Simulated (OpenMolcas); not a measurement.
## Cu2+ in CsCaF3: curves along the breathing mode

Cu2+ with its 6 nearest fluoride ions, on the Ca site of CsCaF3 (a = 4.526 Å, distance in the model lattice 2.263 Å). The rest of the host is ab initio model potentials to 7.6 Å, with orthogonalisation functions on the cations behind the ligands, and point charges beyond; the distance is set by hand and nothing relaxes. Ligand basis ANO-RCC-VDZP.

```json
{
  "Program": "OpenMolcas",
  "Method": "CASSCF",
  "Basis": "ANO-RCC-VDZP [5s4p2d1f]",
  "Scalar Hamiltonian": "DKH2, point nucleus",
  "Active space": "9 electrons in 5 orbitals (3d)",
  "State averaging": "2S+1 = 2 even, 5 roots",
  "Spin-orbit coupling": "state interaction with AMFI integrals over the reference wave functions"
}
```

Spin-free energies (labels of O, the rotations of Oh) in cm-1 above the lowest fitted minimum, as all ligands move together:

| R (Å) | 2E | 2T2 |
| --- | --- | --- |
| 1.978 | 3130 | 9390 |
| 2.025 | 780 | 6220 |
| 2.071 | 10 | 4770 |
| 2.118 | 620 | 4790 |
| 2.165 | 2560 | 6210 |
| 2.211 | 5680 | 8900 |
| 2.258 | 10130 | 12970 |

Cubic fits give the following; the wavenumber is harmonic, with the mass of all moving ligands, small differences in it between states hang on the degree of the fit, a number in brackets counts states of one label, and the table is a selection of at most 14 states with clean curves.

```csv
State,R0 (Å),Breathing mode (cm-1),Minimum (cm-1)
2E,2.075,437,0
2T2,2.094,447,4580
```

The minimum of 2T2 is shifted by +0.0199 Å against 2E (from the unrounded fits). With M = 114.0 u for the moving shell, the Huang-Rhys factor in this mode is S = M ω ΔR² / 2ħ = 0.01483 × 114.0 × 437 × 0.0199² = 0.29. Only the first shell moves, against a rigid host.

An orbital doublet at a regular site is open to a Jahn-Teller distortion, which this geometry leaves out. Ligand-to-metal charge-transfer states are missing. With metal d orbitals alone and no dynamic correlation 10Dq can be off by a tenth to a fifth, either way, in oxide and fluoride hosts. No measured value stands beside these numbers.
